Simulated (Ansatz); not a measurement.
C2H5ClFIn (`C[CH2][In]([F])[Cl]`). Charge 0, multiplicity 1. Correlated methods include outer-core shells of In, which these sets cover unevenly. In takes the def2 core potential.

```xyz
10

C    -1.3374    0.4086    0.2942
C    -0.2571   -0.6609    0.2855
In    1.6138    0.0105   -0.5109
F     1.8095    1.8464   -1.1445
Cl    3.6293   -1.0995   -0.7980
H    -1.0556    1.2717    0.8999
H    -2.2665    0.0054    0.7087
H    -1.5589    0.7771   -0.7090
H    -0.5408   -1.5280   -0.3152
H    -0.0363   -1.0314    1.2891
```

Question: Give the diagnostics of a CCSD(T)/def2-TZVPP run (frozen core, the Gaussian-basis code of Ansatz). (Estimate.)

Answer: The calculation gave: T1 = 0.0135, largest single amplitude 0.029, largest double 0.035, (T) share of the correlation energy 3.5 %, 9 CCSD cycles. The RHF solution is stable towards an unrestricted one. T1 lies under the customary mark of 0.02 for closed shells.
